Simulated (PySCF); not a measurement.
A calculated (UHF, PySCF 2.14, cc-pVDZ-DK, the spin-free X2C one-electron Hamiltonian (Gaussian nucleus)) atom or ion has these occupied shells.

| shell | electrons | orbital energy (eV) | rms radius, mean of both spins (bohr) |
| --- | --- | --- | --- |
| 1s α | 1 | -1616.7 | 0.139 |
| 1s β | 1 | -1616.4 | 0.139 |
| 2s α | 1 | -154.92 | 0.675 |
| 2s β | 1 | -154.28 | 0.675 |
| 2p α | 3 | -108.26 | 0.672 |
| 2p β | 3 | -108.02 | 0.672 |
| 3s α | 1 | -28.072 | 2.40 |

Task: Name the element and its charge.

Result: Al²⁺ (aluminium, charge +2), in [Ne] 3s1, 2S determinant.
